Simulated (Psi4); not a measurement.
ClK (SMILES [Cl][K]), singlet, at a GFN2-xTB geometry (such geometries of metal compounds can be far from the true shape); Psi4 with B3LYP/6-31G.

Here is a job for Psi4.
```
memory 2 GB

molecule mol {
0 1
  K    -0.000000   -0.000000   -1.217850
  Cl    0.000000    0.000000    1.361126
}

set basis 6-31g
set reference rks
set guess sapgau

energy('b3lyp')
print_variables()
```

What the program printed (banner, timings and long lists left out):

```
   => Loading Basis Set <=

    Name: 6-31G
    Role: ORBITAL
    Keyword: BASIS

         ---------------------------------------------------------
                                   SCF
               by Justin Turney, Rob Parrish, Andy Simmonett
                          and Daniel G. A. Smith
                              RKS Reference
         ---------------------------------------------------------

  ==> Geometry <==

    Molecular point group: c2v
    Full point group: C_inf_v

    Geometry (in Angstrom), charge = 0, multiplicity = 1:

       Center              X                  Y                   Z               Mass
    ------------   -----------------  -----------------  -----------------  -----------------
         K            0.000000000000     0.000000000000    -1.219812121057    38.963706486400
         CL           0.000000000000     0.000000000000     1.359163878943    34.968852682000

  Running in c2v symmetry.

  Rotational constants: A = ************  B =      0.13753  C =      0.13753 [cm^-1]
  Rotational constants: A = ************  B =   4123.03186  C =   4123.03186 [MHz]
  Nuclear repulsion =   66.276009953721939

  Charge       = 0
  Multiplicity = 1
  Electrons    = 36
  Nalpha       = 18
  Nbeta        = 18

  ==> Algorithm <==

  SCF Algorithm Type is DF.
  DIIS enabled.
  MOM disabled.
  Fractional occupation disabled.
  Guess Type is SAPGAU.
  Energy threshold   = 1.00e-06
  Density threshold  = 1.00e-06
  Integral threshold = 1.00e-12

  ==> Primary Basis <==

  Basis Set: 6-31G
    Blend: 6-31G
    Number of shells: 16
    Number of basis functions: 30
    Number of Cartesian functions: 30
    Spherical Harmonics?: false
    Max angular momentum: 1

  ==> DFT Potential <==

   => LibXC <=

    Version 7.1.2
    S. Lehtola, C. Steigemann, M. J. T. Oliveira, and M. A. L. Marques,  SoftwareX 7, 1–5 (2018) (10.1016/j.softx.2017.11.002)

   => Composite Functional: B3LYP <=

    B3LYP Hyb-GGA Exchange-Correlation Functional

    P. J. Stephens, F. J. Devlin, C. F. Chabalowski, and M. J. Frisch,  J. Phys. Chem. 98, 11623 (1994) (10.1021/j100096a001)

    Deriv               =              1
    GGA                 =           TRUE
    Meta                =          FALSE

    Exchange Hybrid     =           TRUE
    MP2 Hybrid          =          FALSE

   => Exchange Functionals <=

    0.0800   Slater exchange
    0.7200         Becke 88

   => Exact (HF) Exchange <=

    0.2000               HF

   => Correlation Functionals <=

    0.1900   Vosko, Wilk & Nusair (VWN5_RPA)
    0.8100   Lee, Yang & Parr

   => LibXC Density Thresholds  <==

    XC_HYB_GGA_XC_B3LYP:  1.00E-15

   => Molecular Quadrature <=

    Radial Scheme          =       TREUTLER
    Pruning Scheme         =           NONE
    Nuclear Scheme         =       TREUTLER

    Blocking Scheme        =         OCTREE
    BS radius alpha        =              1
    Pruning alpha          =              1
    Radial Points          =             75
    Spherical Points       =            302
    Total Points           =          43520
    Total Blocks           =            449
    Max Points             =            256
    Max Functions          =             29
    Weights Tolerance      =       1.00E-15

   => Loading Basis Set <=

    Name: (6-31G AUX)
    Role: JKFIT
    Keyword: DF_BASIS_SCF

   => Loading Basis Set <=

    Name: SAP_HELFEM_LARGE
    Role: ORBITAL
    Keyword: SAPGAU_BASIS

  ==> Integral Setup <==

  SCF_SUBTYPE=INCORE selected. In-core MEM_DF algorithm will be used.
  Using in-core AOs.

  ==> MemDFJK: Density-Fitted J/K Matrices <==

    J tasked:                   Yes
    K tasked:                   Yes
    wK tasked:                   No
    Algorithm:                 Core
    Schwarz Cutoff:           1E-12
    Mask sparsity (%):       5.3333
    Fitting Condition:        1E-10

   => Auxiliary Basis Set <=

  Basis Set: (6-31G AUX)
    Blend: CC-PVDZ-JKFIT + DEF2-UNIVERSAL-JKFIT
    Number of shells: 80
    Number of basis functions: 333
    Number of Cartesian functions: 333
    Spherical Harmonics?: false
    Max angular momentum: 4

  Minimum eigenvalue in the overlap matrix is 6.4983658211E-02.
  Reciprocal condition number of the overlap matrix is 2.2417899172E-02.
    Using symmetric orthogonalization.

  ==> Pre-Iterations <==

  SCF Guess: Superposition of Atomic Potentials (doi:10.1021/acs.jctc.8b01089).
  Using error function fits of the atomic potentials (doi:10.1063/5.0004046).

   -------------------------------------------------------
    Irrep   Nso     Nmo     Nalpha   Nbeta   Ndocc  Nsocc
   -------------------------------------------------------
     A1        16      16      10      10      10       0
     A2         0       0       0       0       0       0
     B1         7       7       4       4       4       0
     B2         7       7       4       4       4       0
   -------------------------------------------------------
    Total      30      30      18      18      18       0
   -------------------------------------------------------

  ==> Iterations <==

                           Total Energy        Delta E     RMS |[F,P]|

   @DF-RKS iter   1: -1060.10055557227224   -1.06010e+03   1.35433e-02 ADIIS/DIIS
   @DF-RKS iter   2: -1060.00672913836775    9.38264e-02   2.29492e-02 ADIIS/DIIS
   @DF-RKS iter   3: -1060.15105379046440   -1.44325e-01   4.16365e-04 ADIIS/DIIS
   @DF-RKS iter   4: -1060.15113749971260   -8.37092e-05   1.71389e-04 ADIIS/DIIS
   @DF-RKS iter   5: -1060.15114510519379   -7.60548e-06   2.49422e-06 DIIS
   @DF-RKS iter   6: -1060.15114510882290   -3.62911e-09   2.17781e-07 DIIS
  Energy and wave function converged.

  ==> Post-Iterations <==

   Electrons on quadrature grid:
      Ntotal   =   36.0000031626 ; deviation = 3.163e-06

    Orbital Energies [Eh]
    ---------------------

    Doubly Occupied:

       1A1  -129.794544     2A1  -101.377084     3A1   -13.236845
       1B1   -10.578192     1B2   -10.578192     4A1   -10.577316
       5A1    -9.308300     6A1    -7.065852     2B2    -7.064606
       2B1    -7.064606     7A1    -1.411839     8A1    -0.781479
       3B2    -0.777671     3B1    -0.777671     9A1    -0.653235
      10A1    -0.205606     4B2    -0.199779     4B1    -0.199779

    Virtual:

      11A1    -0.069092     5B2    -0.005027     5B1    -0.005027
      12A1     0.015265    13A1     0.035373     6B2     0.058657
       6B1     0.058657    14A1     0.088629    15A1     0.554659
       7B2     0.559394     7B1     0.559394    16A1     0.638254

    Final Occupation by Irrep:
             A1    A2    B1    B2
    DOCC [    10,    0,    4,    4 ]
    NA   [    10,    0,    4,    4 ]
    NB   [    10,    0,    4,    4 ]

  @DF-RKS Final Energy: -1060.15114510882290

   => Energetics <=

    Nuclear Repulsion Energy =             66.2760099537219389
    One-Electron Energy =               -1594.1970146631927037
    Two-Electron Energy =                 517.5663429915185816
    DFT Exchange-Correlation Energy =     -49.7964833908708044
    Empirical Dispersion Energy =           0.0000000000000000
    VV10 Nonlocal Energy =                  0.0000000000000000
    Total Energy =                      -1060.1511451088229023

Computation Completed

Properties will be evaluated at   0.000000,   0.000000,   0.000000 [a0]

Properties computed using the SCF density matrix

 Multipole Moments:

 ------------------------------------------------------------------------------------
     Multipole            Electronic (a.u.)      Nuclear  (a.u.)        Total (a.u.)
 ------------------------------------------------------------------------------------

 L = 1.  Multiply by 2.5417464519 to convert [e a0] to [Debye]
 Dipole X            :          0.0000000            0.0000000            0.0000000
 Dipole Y            :          0.0000000            0.0000000            0.0000000
 Dipole Z            :         -4.1747608           -0.1334985           -4.3082593
 Magnitude           :                                                    4.3082593

 ------------------------------------------------------------------------------------

  Variable Map:
  ----------------------------------------------------------------------------
  "CURRENT ENERGY"              =>   -1060.151145108823
  "CURRENT REFERENCE ENERGY"    =>   -1060.151145108823
  "DD SOLVATION ENERGY"         =>       0.000000000000
  "DFT FUNCTIONAL TOTAL ENERGY" =>   -1060.151145108823
  "DFT TOTAL ENERGY"            =>   -1060.151145108823
  "DFT VV10 ENERGY"             =>       0.000000000000
  "DFT XC ENERGY"               =>     -49.796483390871
  "GRID ELECTRONS ALPHA"        =>      18.000001581308
  "GRID ELECTRONS BETA"         =>      18.000001581308
  "GRID ELECTRONS TOTAL"        =>      36.000003162616
  "NUCLEAR REPULSION ENERGY"    =>      66.276009953722
  "ONE-ELECTRON ENERGY"         =>   -1594.197014663193
  "PCM POLARIZATION ENERGY"     =>       0.000000000000
  "PE ENERGY"                   =>       0.000000000000
  "SCF ITERATION ENERGY"        =>   -1060.151145108823
  "SCF ITERATIONS"              =>       6.000000000000
  "SCF TOTAL ENERGY"            =>   -1060.151145108823
  "TWO-ELECTRON ENERGY"         =>     517.566342991519
  "XC GRID RADIAL POINTS"       =>      75.000000000000
  "XC GRID SPHERICAL POINTS"    =>     302.000000000000
  "XC GRID TOTAL POINTS"        =>   43520.000000000000

  Array Variable Map:
  ----------------------------------------------------------------------------
  "CURRENT DIPOLE"              =>       0.000000000000 ... -4.308259288831 1 by 3
  "SCF DIPOLE"                  =>       0.000000000000 ... -4.308259288831 1 by 3
  "SCF TOTAL ENERGIES"          =>   -1060.100555572272 ... -1060.151145108823 1 by 6
```
